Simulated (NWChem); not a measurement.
The numbers come from NWChem runs, not from measurements. System: C$_{3}$H$_{8}$N, charge 0, spin multiplicity 2, at a geometry optimised with UPBE/def2-SVP. The structure started from a generated list of species. Its SCF solution wasn't tested for a lower state. Level: UM06-2X/def2-TZVP.

Output (cleaned and shortened):

```
             Northwest Computational Chemistry Package (NWChem) 7.3.0
             --------------------------------------------------------

                                NWChem Input Module
                                -------------------

 Scaling coordinates for geometry "geometry" by  1.889725989
 (inverse scale =  0.529177249)

 Turning off AUTOSYM since
 SYMMETRY directive was detected!

                             Geometry "geometry" -> ""
                             -------------------------

 Output coordinates in angstroms (scale by  1.889725989 to convert to a.u.)

  No.       Tag          Charge          X              Y              Z
 ---- ---------------- ---------- -------------- -------------- --------------
    1 C                    6.0000     0.68966800    -0.03059100    -1.30561900
    2 C                    6.0000    -0.02086400    -0.14927900     0.00000000
    3 C                    6.0000     0.68966800    -0.03059100     1.30561900
    4 N                    7.0000    -1.41290900     0.04065100     0.00000000
    5 H                    1.0000     1.70836700    -0.46433500    -1.25219200
    6 H                    1.0000     0.81127000     1.03270600    -1.65493400
    7 H                    1.0000     0.14717000    -0.56139900    -2.12005400
    8 H                    1.0000     1.70836700    -0.46433500     1.25219200
    9 H                    1.0000     0.14717000    -0.56139900     2.12005400
   10 H                    1.0000     0.81127000     1.03270600     1.65493400
   11 H                    1.0000    -1.79704100     0.48213400     0.84193200
   12 H                    1.0000    -1.79704100     0.48213400    -0.84193200

 Effective nuclear repulsion energy (a.u.)     126.0198872379

            Nuclear Dipole moment (a.u.)
            ----------------------------
        X                 Y               Z
 ---------------- ---------------- ----------------
     0.0000018897     0.0000056692     0.0000000000

      Symmetry information
      --------------------

 Group name             Cs
 Group number              2
 Group order               2
 No. of unique centers     7

      Symmetry unique atoms

     1    2    4    5    6    7   11


 Summary of "ao basis" -> "" (spherical)
 ------------------------------------------------------------------------------
       Tag                 Description            Shells   Functions and Types
 ---------------- ------------------------------  ------  ---------------------
[...]
 overlap   0.940  0.947  0.926  0.918  0.959  0.999  0.988  0.991  0.988  0.998

   alpha     51     52     53     54     55     56     57     58     59     60
    beta     51     52     53     54     55     56     57     58     59     60
 overlap   0.994  0.997  0.998  0.994  0.978  0.976  0.999  0.999  0.980  0.997

   alpha     61     62     63     64     65     66     67     68     69     70
    beta     61     62     63     64     65     66     67     68     69     71
 overlap   0.980  0.997  0.997  0.999  0.981  0.999  0.982  0.997  0.999  0.966

   alpha     71     72     73     74     75     76     77     78     79     80
    beta     70     72     74     73     75     76     77     79     78     80
 overlap   0.999  0.862  0.667  0.793  0.991  0.982  0.991  0.923  0.998  1.000

   alpha     81     82     83     84     85     86     87     88     89     90
    beta     81     82     83     84     85     86     87     88     89     90
 overlap   0.943  0.995  1.000  1.000  0.996  0.998  0.998  0.998  0.998  0.998

   alpha     91     92     93     94     95     96     97     98     99    100
    beta     91     92     93     94     95     96     97     98     99    100
 overlap   1.000  0.999  0.999  0.999  0.999  0.999  0.999  0.999  0.999  1.000

   alpha    101    102    103    104    105    106    107    108    109    110
    beta    101    102    103    104    105    106    107    108    110    109
 overlap   0.999  0.999  0.999  0.851  0.849  0.997  0.996  0.998  0.996  0.998

   alpha    111    112    113    114    115    116    117    118    119    120
    beta    111    112    113    114    115    116    117    118    119    120
 overlap   0.996  0.998  0.990  0.995  0.996  0.997  0.983  0.981  0.988  0.982

   alpha    121    122    123    124    125    126    127    128    129    130
    beta    121    122    123    124    125    126    127    128    129    130
 overlap   0.943  0.998  0.987  0.937  0.977  0.976  0.967  0.829  0.825  0.983

   alpha    131    132    133    134    135    136    137    138    139    140
    beta    131    132    133    134    135    136    137    138    139    141
 overlap   0.902  0.916  0.997  0.998  0.997  0.995  0.999  0.997  0.986  0.984

   alpha    141    142    143    144    145    146    147    148    149    150
    beta    140    142    143    144    145    146    147    148    149    150
 overlap   0.998  0.999  0.999  0.997  0.995  0.942  0.943  0.999  0.997  0.999

   alpha    151    152    153    154    155    156    157    158    159    160
    beta    151    152    153    154    155    156    158    157    159    160
 overlap   0.999  1.000  0.998  0.998  0.999  0.998  0.991  0.990  0.997  0.992

   alpha    161    162    163    164    165    166    167    168    169    170
    beta    161    162    163    164    165    166    167    168    169    170
 overlap   0.991  0.999  1.000  1.000  0.999  0.999  0.999  1.000  1.000  1.000

   alpha    171    172
    beta    171    172
 overlap   1.000  1.000

     --------------------------
     Expectation value of S2:
     --------------------------
      <S2> =      0.7548 (Exact =     0.7500)

 center of mass
 --------------
 x =  -0.05631054 y =  -0.03158218 z =  -0.00000000

 moments of inertia (a.u.)
 ------------------
         228.782402540465          11.160636912840           0.000000000000
          11.160636912840         404.125073658680           0.000000000000
           0.000000000000           0.000000000000         203.802969833422

     Multipole analysis of the density
     ---------------------------------

     L   x y z        total         alpha         beta         nuclear
     -   - - -        -----         -----         ----         -------
     0   0 0 0      0.000000    -17.000000    -16.000000     33.000000

     1   1 0 0     -0.112386      0.069731     -0.182119      0.000002
     1   0 1 0      0.488414      0.392150      0.096259      0.000006
     1   0 0 1     -0.000000     -0.000000     -0.000000      0.000000

     2   2 0 0    -19.156078    -70.381509    -67.833434    119.058865
     2   1 1 0     -2.127899      3.114605      3.490573     -8.733077
     2   1 0 1      0.000000     -0.000000      0.000000      0.000000
     2   0 2 0    -21.303470    -18.797312    -16.133068     13.626910
     2   0 1 1     -0.000000      0.000000     -0.000000      0.000000
     2   0 0 2    -19.098392    -81.250735    -78.819818    140.972161

 Task  times  cpu:       25.3s     wall:       25.3s

 Total times  cpu:       25.4s     wall:       25.4s
```

**Question.** Write an NWChem input that would produce this output.

**Answer.** One answer among several that fit: 
```
start mol
memory heap 200 mb stack 900 mb global 1100 mb
geometry units angstroms nocenter noautoz
  C      0.689668    -0.030591    -1.305619
  C     -0.020864    -0.149279     0.000000
  C      0.689668    -0.030591     1.305619
  N     -1.412909     0.040651     0.000000
  H      1.708367    -0.464335    -1.252192
  H      0.811270     1.032706    -1.654934
  H      0.147170    -0.561399    -2.120054
  H      1.708367    -0.464335     1.252192
  H      0.147170    -0.561399     2.120054
  H      0.811270     1.032706     1.654934
  H     -1.797041     0.482134     0.841932
  H     -1.797041     0.482134    -0.841932
  symmetry group Cs
end
basis spherical
  * library def2-tzvp
end
dft
  xc m06-2x
  odft
  mult 2
  semidirect memsize 60000000 filesize 0
  iterations 100
  grid fine
end
task dft energy
```
